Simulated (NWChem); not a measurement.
# CuPH$_{4}$; SMILES [PH3]->[CuH]

Q: Give the equilibrium geometry at PBE-D3(BJ)/def2-SVP (NWChem) as a Z-matrix, with the point group.

A: point group C3v; any orientation.
```
P
H 1 1.4344
H 1 1.4344 2 96.66
H 1 1.4344 2 96.66 3 97.54
Cu 1 2.1997 2 120.39 3 -131.23
H 5 1.5221 2 157.07 1 180.00
```
